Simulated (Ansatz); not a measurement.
`CO[SiH](O)[GaH2]` + `[CH3][In]([OH])[F]` → `CO[SiH](O)F` + `[CH3][In]([OH])[GaH2]`  (redistribution)

Computed with Ansatz on PBE0-D4/def2-TZVP structures; ΔE is electronic, products minus reactants. CCSD(T)/CBS adds triple-zeta CCSD(T) − MP2 to the extrapolated MP2 energy (def2 sets, frozen cores). DFT in def2-TZVPP. HSE06 is defined as in plane-wave codes. def2 core potentials past Kr. For Ga, In outer-core shells are correlated without core-valence functions, which leaves a few kJ/mol of doubt a bond. Scalar relativity is left out up to krypton. One conformer a species, not always the lowest.

`CO[SiH](O)[GaH2]`:

Z-matrix (Å, degrees):
```
C
O 1 1.409
H 1 1.097 2 111.8
H 1 1.091 2 108.4 3 119.6
H 1 1.094 2 111.1 3 -121.1
Si 2 1.645 1 124.0 3 45.0
Ga 6 2.424 2 113.9 1 -52.6
O 6 1.655 2 112.7 1 63.5
H 6 1.489 2 102.3 1 -178.4
H 7 1.576 6 122.5 2 32.1
H 7 1.575 6 120.8 2 -148.3
H 8 0.960 6 117.7 2 69.8
```

`[CH3][In]([OH])[F]`:

```xyz
8

C    -0.807    1.110   -0.092
In    0.548   -0.459    0.379
O     1.128   -2.130   -0.495
F     1.536   -0.364    2.061
H    -1.816    0.709   -0.175
H    -0.767    1.851    0.705
H    -0.524    1.568   -1.040
H     0.703   -2.286   -1.342
```

`CO[SiH](O)F`:

Z-matrix (Å, degrees):
```
C
O 1 1.412
H 1 1.091 2 108.1
H 1 1.095 2 111.2 3 -119.0
H 1 1.094 2 111.3 3 119.4
Si 2 1.623 1 125.5 3 -176.0
F 6 1.595 2 107.9 1 49.5
O 6 1.619 2 108.8 1 170.5
H 6 1.471 2 114.0 1 -68.9
H 8 0.958 6 118.6 2 -39.6
```

`[CH3][In]([OH])[GaH2]`:

Cartesian coordinates in Å:
```
C 0.139 0.455 2.039
In 0.047 0.237 -0.096
O 0.394 2.059 -0.865
Ga -0.384 -1.707 -1.801
H 0.402 1.488 2.267
H 0.887 -0.215 2.465
H -0.827 0.220 2.489
H 0.381 2.104 -1.823
H 0.798 -2.582 -2.373
H -1.836 -2.060 -2.303
```

```tsv
level	ΔE (eV)
BLYP-D4	-1.50
HSE06-D4	-1.59
ωB97M-V	-1.65
CAM-B3LYP	-1.66
LC-ωPBE	-1.51
CCSD/def2-SVP	-1.57
SCS-MP2/def2-TZVPP	-1.70
MP2/CBS(def2)	-1.70
```

(1) What does CCSD(T)/CBS give? (Estimate.)

Largest T1 diagnostic among the species: 0.016.

Results:

(1) Computed: -1.65 eV. The listed levels differ from it by 0.15, 0.06, 0.00, -0.01, 0.14, 0.08, -0.05, -0.05 eV.

The D4 term adds +0.05 eV with B3LYP and +0.03 eV with PBE0; it sums over pairs of atoms, weighted by their polarisabilities, and B3LYP, whose exchange is more repulsive, gets the larger term. At CCSD(T), def2-SVP lies +0.10 eV from the extrapolated value and def2-TZVPP −0.03 eV. Leaving LDA and LC-ωPBE aside and taking each functional with its dispersion term where it has one, the values, not all of them listed here, spread over 0.33 eV, from BHLYP-D4 to revPBE-D4. LDA lies −0.15 eV from PBE without D4.

B3LYP here is the variant with VWN-RPA as its local correlation; programs differ in this.
